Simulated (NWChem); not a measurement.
System: CH$_{2}$BNO; SMILES N(=C=O)B

The following NWChem deck was run.

```
start job
memory heap 200 mb stack 900 mb global 1100 mb
geometry units angstroms noautoz
  B     -0.788637    -1.641358     0.628345
  H     -0.192715    -2.304074     1.443668
  H     -1.864823    -1.981816     0.198211
  N     -0.215418    -0.444010     0.168599
  C      0.273054     0.577004    -0.223576
  O      0.748575     1.570819    -0.605266
end
basis spherical
  B library 6-31g*
  H library 6-31g*
  N library 6-31g*
  C library 6-31g*
  O library 6-31g*
end
dft
  xc xwpbe 1.00 cpbe96 1.0 hfexch 1.00
  cam 0.15 cam_alpha 0.0 cam_beta 1.0
  iterations 150
  vectors input atomic output neutral.movecs
end
task dft energy
charge 1
dft
  odft
  mult 2
  vectors input atomic output cation.movecs
end
task dft energy
```

Output (shortened):

```
             Northwest Computational Chemistry Package (NWChem) 7.3.0
             --------------------------------------------------------

 C2V symmetry detected

                             Geometry "geometry" -> ""
                             -------------------------

 Output coordinates in angstroms (scale by  1.889725989 to convert to a.u.)

  No.       Tag          Charge          X              Y              Z
 ---- ---------------- ---------- -------------- -------------- --------------
    1 B                    5.0000     0.00000000     0.00000000    -1.94366150
    2 H                    1.0000     0.00000000     1.05486473    -2.53217278
    3 H                    1.0000     0.00000000    -1.05486473    -2.53217278
    4 N                    7.0000     0.00000000     0.00000000    -0.53881682
    5 C                    6.0000     0.00000000     0.00000000     0.65904615
    6 O                    8.0000     0.00000000     0.00000000     1.82501173

 Effective nuclear repulsion energy (a.u.)      89.4701891996

      Symmetry information
      --------------------

 Group name             C2v
 Group number             16
 Group order               4
 No. of unique centers     5

  pbe96 is a nonlocal functional; adding pw91lda local functional.

                                 NWChem DFT Module
                                 -----------------

 Summary of "ao basis" -> "ao basis" (spherical)
 ------------------------------------------------------------------------------
       Tag                 Description            Shells   Functions and Types
 ---------------- ------------------------------  ------  ---------------------
 B                           6-31g*                  6       14   3s2p1d
 H                           6-31g*                  2        2   2s
 N                           6-31g*                  6       14   3s2p1d
 C                           6-31g*                  6       14   3s2p1d
 O                           6-31g*                  6       14   3s2p1d

      Symmetry analysis of basis
      --------------------------

        a1         30
        a2          4
        b1         12
        b2         14

            General Information
            -------------------
          SCF calculation type: DFT
          Wavefunction type:  closed shell.
          No. of atoms     :     6
          No. of electrons :    28
           Alpha electrons :    14
            Beta electrons :    14
          Charge           :     0
          Spin multiplicity:     1
          Use of symmetry is: on ; symmetry adaption is: on
          Maximum number of iterations: 150
          AO basis - number of functions:    60
                     number of shells:    28
          Convergence on energy requested:  1.00D-06
          Convergence on density requested:  1.00D-05
          Convergence on gradient requested:  5.00D-04

              XC Information
              --------------
                     Hartree-Fock (Exact) Exchange  1.000
                     LC-wPBE(h)Exchange Functional  1.000
            Perdew 1991 LDA Correlation Functional  1.000 local
           PerdewBurkeErnz. Correlation Functional  1.000 non-local

           Range-Separation Parameters
           ---------------------------
           Alpha           :  0.00
           Beta            :  1.00
           Gamma           :  0.15
           Short-Range HF  :     F

             Grid Information
             ----------------
          Grid used for XC integration:  medium
          Radial quadrature: Mura-Knowles
          Angular quadrature: Lebedev.
          Tag              B.-S. Rad. Rad. Pts. Rad. Cut. Ang. Pts.
          ---              ---------- --------- --------- ---------
          B                   0.85       49           9.0       434
          H                   0.35       45          10.0       434
          N                   0.65       49           7.0       434
          C                   0.70       49           9.0       434
          O                   0.60       49          11.0       434
          Grid pruning is: on
          Number of quadrature shells:   241
          Spatial weights used:  Erf1

      Superposition of Atomic Density Guess
      -------------------------------------

 Sum of atomic energies:        -192.23089820

      Non-variational initial energy
      ------------------------------

 Total energy =    -194.039569
 1-e energy   =    -437.686280
 2-e energy   =     154.176522
 HOMO         =      -0.314831
 LUMO         =      -0.012781

      Symmetry analysis of molecular orbitals - initial
      -------------------------------------------------

  Numbering of irreducible representations:

     1 a1          2 a2          3 b1          4 b2

  Orbital symmetries:

     1 a1          2 a1          3 a1          4 a1          5 a1
     6 a1          7 a1          8 a1          9 b2         10 b1
    11 a1         12 b2         13 b1         14 b2         15 b1
    16 b2         17 a1         18 b1         19 a1         20 a1
    21 b2         22 a1         23 b2         24 a1

   convergence    iter        energy       DeltaE   RMS-Dens  Diis-err
 ---------------- ----- ----------------- --------- --------- ---------
 d= 0,ls=0.0,diis     1   -193.8244830175 -2.83D+02  1.86D-02  9.41D-01
 d= 0,ls=0.0,diis     2   -193.7471795294  7.73D-02  1.10D-02  2.10D+00
 d= 0,ls=0.0,diis     3   -193.9286518047 -1.81D-01  3.76D-03  9.42D-02
 d= 0,ls=0.0,diis     4   -193.9334672774 -4.82D-03  1.73D-03  4.12D-02
 d= 0,ls=0.0,diis     5   -193.9376619843 -4.19D-03  3.29D-04  1.12D-03
  Resetting Diis
 d= 0,ls=0.0,diis     6   -193.9377964169 -1.34D-04  7.44D-05  1.13D-05
 d= 0,ls=0.0,diis     7   -193.9377986642 -2.25D-06  3.41D-05  2.29D-06
 d= 0,ls=0.0,diis     8   -193.9377987553 -9.11D-08  1.48D-05  2.00D-06
 d= 0,ls=0.0,diis     9   -193.9377990168 -2.61D-07  3.46D-06  8.41D-08

         Total DFT energy =     -193.937799016776
      One electron energy =     -439.511938005105
           Coulomb energy =      181.593444100708
    Exchange-Corr. energy =      -25.489494312026
 Nuclear repulsion energy =       89.470189199648

 Numeric. integr. density =       28.000001056349

                  Occupations of the irreducible representations
                  ----------------------------------------------

                     irrep           alpha         beta
                     --------     --------     --------
                     a1                9.0          9.0
                     a2                0.0          0.0
                     b1                2.0          2.0
                     b2                3.0          3.0

                       DFT Final Molecular Orbital Analysis
                       ------------------------------------

 Vector   12  Occ=2.000000D+00  E=-4.206702D-01  Symmetry=b2
              MO Center= -1.3D-16, -2.7D-16, -1.1D+00, r^2= 3.8D+00
   Bfn.  Coefficient  Atom+Function         Bfn.  Coefficient  Atom+Function
  ----- ------------  ---------------      ----- ------------  ---------------
     4      0.351621  1 B  py                50     -0.304882  6 O  py
    22      0.223967  4 N  py                54     -0.195197  6 O  py
    15      0.177714  2 H  s                 17     -0.177714  3 H  s
    16      0.161834  2 H  s                 18     -0.161834  3 H  s
    26      0.146690  4 N  py                 8      0.112711  1 B  py

 Vector   13  Occ=2.000000D+00  E=-3.759880D-01  Symmetry=b1
              MO Center= -1.1D-15, -1.8D-16,  2.5D-01, r^2= 2.4D+00
   Bfn.  Coefficient  Atom+Function         Bfn.  Coefficient  Atom+Function
  ----- ------------  ---------------      ----- ------------  ---------------
    21      0.447028  4 N  px                49     -0.423633  6 O  px
    25      0.322721  4 N  px                53     -0.286695  6 O  px
     3      0.169017  1 B  px                 7      0.083228  1 B  px
    45      0.052279  5 C  d  1

 Vector   14  Occ=2.000000D+00  E=-3.229414D-01  Symmetry=b2
              MO Center= -1.1D-16, -3.7D-17, -5.1D-01, r^2= 3.7D+00
   Bfn.  Coefficient  Atom+Function         Bfn.  Coefficient  Atom+Function
  ----- ------------  ---------------      ----- ------------  ---------------
    22      0.404092  4 N  py                50     -0.355243  6 O  py
    26      0.302721  4 N  py                54     -0.259638  6 O  py
    16     -0.214226  2 H  s                 18      0.214226  3 H  s
     4     -0.210155  1 B  py                15     -0.160743  2 H  s
    17      0.160743  3 H  s                 36      0.140029  5 C  py

 Vector   15  Occ=0.000000D+00  E=-2.592649D-02  Symmetry=b1
              MO Center=  3.3D-16, -1.3D-16, -1.1D+00, r^2= 3.4D+00
   Bfn.  Coefficient  Atom+Function         Bfn.  Coefficient  Atom+Function
  ----- ------------  ---------------      ----- ------------  ---------------
     7      0.495913  1 B  px                 3      0.471312  1 B  px
    35     -0.331054  5 C  px                49      0.258504  6 O  px
    39     -0.236589  5 C  px                53      0.234310  6 O  px
    25     -0.079361  4 N  px                21     -0.052496  4 N  px
    31      0.040374  4 N  d  1

 Vector   16  Occ=0.000000D+00  E= 8.834020D-02  Symmetry=b2
              MO Center= -9.1D-17,  8.5D-16,  2.3D-01, r^2= 2.6D+00
   Bfn.  Coefficient  Atom+Function         Bfn.  Coefficient  Atom+Function
  ----- ------------  ---------------      ----- ------------  ---------------
    36      0.564976  5 C  py                40      0.550819  5 C  py
    16      0.435016  2 H  s                 18     -0.435016  3 H  s
    54     -0.363763  6 O  py                 8     -0.359414  1 B  py
    50     -0.354442  6 O  py                22     -0.345497  4 N  py
    26     -0.333433  4 N  py                 4     -0.103895  1 B  py

[...]
```

Level: LC-wPBE (HJS exchange hole, range parameter 0.15 per bohr)/6-31G* (spherical d), vertical spin-unrestricted ions. The geometry was optimised at PBE0/def2-SVP.
